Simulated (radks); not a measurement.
Numerical settings for neutral palladium, [Kr] 4d10. Calculated with a radial shooting solver on a logarithmic mesh with Libxc functionals: Dirac Kohn-Sham, BLYP, spin-unpolarised, spherical densities, point nucleus. The defaults (mesh step 0.008 in ln r, mesh end at 40 bohr or more with all orbitals vanishing there, Anderson mixing 0.5 over 9 steps, residual threshold near 1e-9 with the energy settled to 1e-9 hartree or 1e-11 of itself, here a cap of 71 iterations) give E = -5047.5104 hartree and 4d5/2 at -3.859 eV in 16 iterations. Run on one thread of a shared host, so times are rough (Arm Neoverse N1): 0.19 s of CPU time, 0.19 s wall, 16 iterations on 2669 mesh points. Changes against that run (0 stands for a change within the tolerance of the run):

setting                     iterations         converged  E (mhartree)  e(4d5/2) (meV)  CPU (s)
mesh step in ln r 0.2                2                no      diverged               -     0.02
mesh step in ln r 0.12               2                no      diverged               -     0.03
mesh step in ln r 0.02              16               yes             0               0     0.09
mesh end (bohr) 2                   13  level above zero     +8.73e+03       +5.38e+04     0.15
mesh end (bohr) 1                   13  level above zero     +1.89e+05       +4.87e+05     0.15
residual threshold 1e-05            12               yes             0         +0.0404     0.16
residual threshold 1e-13            23               yes             0               0     0.23
mixing 0.2                          19               yes             0               0     0.22
linear mixing, mixing 1             71                no      +3.9e+04       -3.46e+05      2.5
linear mixing, mixing 0.05          71                no       +0.0472            -132     0.63
mixing history 3                    19               yes             0               0      0.2
iteration cap 5                      5                no         +12.9            +885     0.07

Settled on a wrong energy, with an occupied level pushed above zero by the early mesh end: mesh end (bohr) 2 (+8.73 hartree); mesh end (bohr) 1 (+189 hartree). Apart from these: no run marked as converged misses the energy by more than 1 mhartree. A mesh that ends early acts as a hard wall.
